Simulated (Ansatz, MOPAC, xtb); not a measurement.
Diatomic SbO, multiplicity 2 (lowest of 2S+1 = 2, 4 at CCSD(T)/def2-TZVPP on PBE0 minima; our sources give no spin for the ground state, which may be another). No spin–orbit coupling.

The constants come from a fifth-degree fit in 1/R (seven points, main isotopes). In def2 and cc sets the state is the lowest found near the PBE0 minimum, followed along R.

Correlated levels freeze the inner cores; with def2 sets outer-core shells near the valence are correlated too. The state reached by PM3 isn't checked.

Run with Ansatz (an electronic-structure program) with Gaussian orbitals; MOPAC for PM3 (differences of heats of formation); xtb for the GFN methods. Each number belongs to the level named beside it. In def2 rows elements past Kr take small-core potentials, without spin–orbit coupling. The GFN methods have no spin term and hold the electronic entropy of 300 K.

```json
[
 {"level": "PM3", "r_e (Å)": "1.863", "ω_e (cm⁻¹)": "(withheld)", "ω_e x_e (cm⁻¹)": "18", "dipole (D)": "-"},
 {"level": "GFN2-xTB", "r_e (Å)": "1.770", "ω_e (cm⁻¹)": "751", "ω_e x_e (cm⁻¹)": "2.2", "dipole (D)": "-"},
 {"level": "PBE/def2-TZVPP", "r_e (Å)": "1.837", "ω_e (cm⁻¹)": "815", "ω_e x_e (cm⁻¹)": "3.4", "dipole (D)": "3.25"},
 {"level": "wB97X-V/def2-TZVPP", "r_e (Å)": "1.797", "ω_e (cm⁻¹)": "919", "ω_e x_e (cm⁻¹)": "3.1", "dipole (D)": "3.68"},
 {"level": "wB97M-V/def2-TZVPP", "r_e (Å)": "1.800", "ω_e (cm⁻¹)": "910", "ω_e x_e (cm⁻¹)": "3.1", "dipole (D)": "3.70"},
 {"level": "B2PLYP/def2-TZVPP", "r_e (Å)": "1.837", "ω_e (cm⁻¹)": "797", "ω_e x_e (cm⁻¹)": "4.1", "dipole (D)": "-"},
 {"level": "CCSD/def2-QZVPP", "r_e (Å)": "1.801", "ω_e (cm⁻¹)": "892", "ω_e x_e (cm⁻¹)": "3.7", "dipole (D)": "-"},
 {"level": "CCSD(T)/def2-QZVPP", "r_e (Å)": "(withheld)", "ω_e (cm⁻¹)": "(withheld)", "ω_e x_e (cm⁻¹)": "4.3", "dipole (D)": "-"}
]
```

Problem. Fill in the missing entries.

Solution. 
- CCSD(T)/def2-QZVPP, r_e (Å): 1.822
- CCSD(T)/def2-QZVPP, ω_e (cm⁻¹): 828
- PM3, ω_e (cm⁻¹): 989
